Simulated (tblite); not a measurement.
Write Cartesian coordinates for `FCc1cccc([S])c1` [radical] as optimised with GFN2-xTB. (Doublet state.)

```
atom  x, y, z in Å
F1    -2.9673    0.6259    0.1668
C2    -2.1729   -0.4726   -0.0264
C3    -0.7104   -0.1233   -0.0046
C4    -0.2789    1.1840    0.1952
C5     1.0789    1.4751    0.2098
C6     2.0114    0.4778    0.0274
C7     1.5864   -0.8425   -0.1738
S8     2.7369   -2.1021   -0.4031
C9     0.2190   -1.1318   -0.1883
H10   -2.4155   -1.1838    0.7724
H11   -2.4566   -0.9027   -0.9946
H12   -1.0055    1.9685    0.3384
H13    1.4045    2.4925    0.3659
H14    3.0685    0.6938    0.0366
H15   -0.1030   -2.1507   -0.3435
```

Orientation and origin are arbitrary. Atoms count from 1 in this order. C9 (carbon bonded to 2 C and H) is planar (angles 120.4°, 120.3° and 119.2°, sum 360.0°, 0.00 Å off the plane of its three neighbours). C5 (carbon bonded to 2 C and H) is planar (angles 120.6°, 119.8° and 119.6°, sum 360.0°, 0.00 Å off the plane of its three neighbours). Of the pairs four or more bonds apart, F1···H12 is among the closest relative to their van der Waals radii: 2.38 Å, 89 % of the sum of Bondi's values. C6 (carbon bonded to 2 C and H) is planar (angles 121.1°, 119.7° and 119.1°, sum 360.0°, 0.00 Å off the plane of its three neighbours).

Bonds between heavy atoms (Å): F1–C2 1.369, C2–C3 1.504, C3–C4 1.391, C4–C5 1.389, C5–C6 1.377, C6–C7 1.402, C7–S8 1.721, C7–C9 1.398, C3–C9 1.384.

The geometry is computed with GFN2-xTB (gas phase). This method treats the open shell by occupation alone, without spin polarisation.

Point group: Cs (every atom within 0.08 Å of its image). Its GFN2-xTB frequencies are all real (lowest 20 cm⁻¹). Torsions: F1–C2–C3–C4 0°. 2 starts were optimised and ended at 0.00 and 0.78 kcal/mol (GFN2-xTB); the lowest of these is shown.

One conformer stands for the species.
